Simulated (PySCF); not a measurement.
A GIAO shielding run with PySCF 2.14.0 with density-fitted response routines (density fitting, non-relativistic, gas phase) on SMILES [SiH3]N[Si@@H](P)C1CC1, C3H12NPSi2:

```
$ OMP_NUM_THREADS=1 python probes_run.py task.json out

{"job": {"kind": "nmr", "xc": "PBE0", "basis": "pcSseg-1"}, "charge": 0, "multiplicity": 1}
Si     2.530592    -1.757712     0.536251
N      1.727938    -0.489298    -0.328965
Si     0.529757     0.631375     0.220077
P      0.071558     1.906354    -1.570351
C     -1.045691    -0.273273     0.723763
C     -2.205819    -0.337289    -0.230153
C     -2.303861     0.501574     0.997703
H      1.647391    -2.131269     1.635825
H      2.736703    -2.852511    -0.411900
H      3.818002    -1.286168     1.058798
H      2.085786    -0.318283    -1.255294
H      1.045457     1.387270     1.378648
H      1.144339     2.758859    -1.389093
H     -0.785128     2.754560    -0.897204
H     -0.896622    -1.152432     1.338017
H     -2.781598    -1.249393    -0.284146
H     -2.103569     0.169185    -1.181761
H     -2.947453     0.171901     1.800234
H     -2.277588     1.575802     0.882418
```

Hardware: 1 thread of an Arm Neoverse V1, shared host. The job also computes population analyses, field gradients, ring-centre shieldings.

**Question.** How large is the calculation?

**Answer.** 80 electrons, 200 basis functions and 1104 auxiliary functions.

**Question.** How long does it take, and how much memory does it need?

**Answer.** 31 s of wall time, with 12 SCF cycles and 4 response iterations; peak memory 0.91 GiB. Times on a shared host scatter by some tens of per cent.
